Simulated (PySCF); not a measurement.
C3H9NOSSi.
Bonds: C1–S2, S2–Si3, Si3–N4, N4–C5, C5–C6, C5–O7 (double). Hydrogens: H8, H9, H10 on C1; H11, H12 on Si3; H13 on N4; H14, H15, H16 on C6.

Structure optimised with GFN2-xTB, isolated species.

Q: List the bond lengths, angles and torsions at this level.

A: 
```
                  bond  length (pm)   order
                 C1–S2        181.4  single
                S2–Si3        214.4  single
                Si3–N4        174.2  single
                 N4–C5        134.8  single
                 C5–C6        150.3  single
                 C5=O7        121.6  double
  C1–H8, C1–H9, C1–H10        108.5  single
      Si3–H11, Si3–H12        145.6  single
                N4–H13        100.7  single
C6–H14, C6–H15, C6–H16        108.8  single
```

Bonds in one row agree within 1 pm and their mean is given. Orders are formal, as drawn. A selection of angles:
```
      angle  degrees
   S2–C1–H8    107.3
   S2–C1–H9    109.5
   H8–C1–H9    110.1
  C1–S2–Si3     97.8
  S2–Si3–N4    101.0
 S2–Si3–H11    108.8
 S2–Si3–H12    108.4
 N4–Si3–H11    111.1
H11–Si3–H12    115.3
  Si3–N4–C5    111.1
 Si3–N4–H13    127.5
  C5–N4–H13    121.4
   N4–C5–C6    117.7
   N4–C5–O7    117.6
   C6–C5–O7    124.7
  C5–C6–H14    109.7
 H14–C6–H15    109.6
 H14–C6–H16    108.5
```

Torsions: C1–S2–Si3–N4 180° (antiperiplanar); S2–Si3–N4–C5 180° (antiperiplanar); Si3–N4–C5–C6 180° (antiperiplanar).

The 7 heavy atoms lie in one plane (0.004 Å rms). Si3 (SiH2 silicon) is distorted tetrahedral (angles from 101.0° to 115.3°). Of the pairs four or more bonds apart, O7···H11 is among the closest relative to their van der Waals radii: 2.80 Å, 103 % of the sum of Bondi's values. N4 (amide nitrogen) is planar (angles 127.5°, 121.4° and 111.1°, sum 360.0°, 0.00 Å off the plane of its three neighbours).

No GFN2-xTB frequencies stand behind this structure, so it isn't proved a minimum. The numbers are those of one conformer.

The numbers are calculated, not measured.
